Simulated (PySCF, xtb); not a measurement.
Ge2H8Si, SMILES [GeH3][SiH2][GeH3].

xtb with GFN2-xTB at its own geometry gives an orbital gap of 4.59 eV and a dipole moment of 1.29 D.

Geometry: PBE0-D3(BJ)/def2-SVP.

Task: What does ωB97X/def2-TZVP in PySCF give? (The exact figures need the calculation; the answer reports its results.)

Result: gap 11.93 eV (levels -10.11 and 1.82 eV), dipole 0.18 D.
